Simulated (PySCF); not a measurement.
Proton-shift isomers of CC(N)=S. All species are isolated molecules in the gas phase. One relaxed conformer stands for each flexible species; it need not be the lowest. Strings in code marks are SMILES.

Quantity: vertical ionisation energy (energy after one electron is removed minus that of the parent at the parent's geometry), in eV.

Case: `CC(N)=S`. Geometry of `CC(N)=S` (neutral, multiplicity 1, Å):

```xyz
9

C     -1.0815     0.2158     0.0255
C      0.2376    -0.4643     0.2679
N      1.2893     0.1669    -0.2861
S      0.3996    -1.8578     1.1315
H     -1.8855    -0.3447     0.4916
H     -1.2749     0.2970    -1.0493
H     -1.0653     1.2308     0.4360
H      2.2101    -0.2243    -0.1697
H      1.1801     1.0184    -0.8127
```

**Question.** What is the computed vertical ionisation energy (energy after one electron is removed minus that of the parent at the parent's geometry) (minus the HOMO energy of PBE-D3(BJ)/def2-TZVP // r2SCAN-D4/def2-TZVP (PySCF))?

**Answer.** 4.83 eV.
